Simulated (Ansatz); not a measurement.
A search over several starts for the lowest SCF solution of CrCl2O2⁺, that is CrO2Cl2 with one electron fewer at the given spin, in a small basis.

```yaml
crystal:
  periodic: [false, false, false]
  atoms:
    - {symbol: Cr, position_ang: [0.097874, -0.000451, 0.068383]}
    - {symbol: O, position_ang: [0.115170, -0.014464, 1.613109]}
    - {symbol: O, position_ang: [1.554388, 0.006690, -0.446583]}
    - {symbol: Cl, position_ang: [-0.886690, 1.753988, -0.601559]}
    - {symbol: Cl, position_ang: [-0.880742, -1.745764, -0.633350]}
basis:
  gaussian: {orbitals: def2-SVP}
total_charge: 1
magnetization: {spin_polarized: true, initial_magnetization: 1}
hamiltonian: {xc: pbe0, dispersion: d4}
output: {orbitals: {seedname: orbitals}}
```

```sh
$ ansatz run in.yaml --threads 4 --pin off --events-out ev --progress --plain --max-ram 3916MiB
```

Shortened log:

```
Functional definition: PBE0
931 factors; integrals over basis functions are off by at most 7.6e-4 eV
mean field evaluation 1: about -57480.4394 eV, gradient 9.1e1 eV
mean field evaluation 2: about -57239.9334 eV, gradient 2.1e2 eV
mean field evaluation 4: about -57428.7307 eV, gradient 1.7e2 eV
mean field evaluation 8: about -57517.1301 eV, gradient 4.6e-1 eV
mean field evaluation 16: about -57517.2818 eV, gradient 1.8e-5 eV
mean field evaluation 32: about -57517.1832 eV, gradient 2.6e0 eV
mean field -57517.28182568 eV, -2113.7211204800 hartree, gradient 3.6e-6 eV, S^2 0.854109; 6 other end points of the search recorded, 0 dependent functions left out
reference -57517.28188636 eV, -2113.7211227099 hartree; 37, 36 occupied and 58, 59 virtual orbitals, 931 factors
Total energy: -57517.43261081 eV, -2113.7266617311 hartree
```

Run time 19 s (4 threads of Arm Neoverse N1 on a shared host).
